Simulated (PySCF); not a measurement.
Input of a run (PBE0-D3(BJ)/def2-SVP geometry optimisation, gas phase (PySCF 2.14.0)), started from GFN2-xTB:
```
{"job": {"xc": "PBE0", "basis": "def2-SVP", "d3": "d3bj", "grid": 1, "kind": "geom"}, "charge": 0, "multiplicity": 1}
C      1.965730     0.639041     0.189616
N      1.674975    -0.260080    -0.871654
C      0.586348    -0.868478    -0.934067
Ge    -0.988376    -0.814881     0.301425
P     -2.002903     1.246154     0.530587
H      2.847171     0.272479     0.717233
H      1.128527     0.751488     0.898485
H      2.216449     1.608829    -0.242104
H      0.459382    -1.524358    -1.791158
H     -1.920545    -1.889998    -0.229469
H     -0.619533    -1.317901     1.683988
H     -3.285062     0.720190     0.572978
H     -2.066551     1.438001    -0.843588
```

Output (energies in Eh, forces in Eh/bohr):
```
step   0  E = -2553.08417569  max force = 0.018000
step   1  E = -2553.08809696  max force = 0.004272
step   2  E = -2553.08824738  max force = 0.003236
step   3  E = -2553.08833043  max force = 0.002128
step   4  E = -2553.08840363  max force = 0.000851
step   5  E = -2553.08843307  max force = 0.000922
step   6  E = -2553.08845197  max force = 0.000320
step   7  E = -2553.08847110  max force = 0.000502
step   8  E = -2553.08851832  max force = 0.001018
step   9  E = -2553.08854017  max force = 0.001111
step  10  E = -2553.08856301  max force = 0.000531
step  11  E = -2553.08857242  max force = 0.000182
optimisation converged
```

**Question.** Summarise the run.

**Answer.** The energy falls by 2.8 kcal/mol over 12 energy and gradient evaluations, the largest force component goes from 0.0180 to 1.8e-04 Eh/bohr, and the atoms move by 0.157 Å rms after alignment. The bond that changes most is P5–H12 (three-coordinate phosphorus to P–H hydrogen), which lengthens by 0.043 Å. Bonds longer at the end by more than 0.005 Å: 11 of 12; shorter: 1. Among the angles that change most is C3–Ge4–P5, from 115.5° to 108.6°. Among the dihedrals that turn most is H10–Ge4–P5–H12, from 21° to 39°. The energy never rose by more than 1e-6 Eh on the way. The first step brought 89 % of the lowering.

**Question.** What are the final bond lengths?

**Answer.** C1–N2 1.432 Å, N2=C3 1.265 Å, C3–Ge4 1.986 Å, Ge4–P5 2.331 Å, C1–H6 1.102 Å, C1–H7 1.108 Å, C1–H8 1.102 Å, C3–H9 1.105 Å, Ge4–H10 1.542 Å, Ge4–H11 1.542 Å, P5–H12 1.430 Å, P5–H13 1.429 Å. Numbering counts from 1 in the input's order; the species is `C/N=[CH]\[GeH2][PH2]`.

The run used 132 basis functions and 79 SCF cycles in all.

No frequency check. One conformer, not necessarily the lowest.
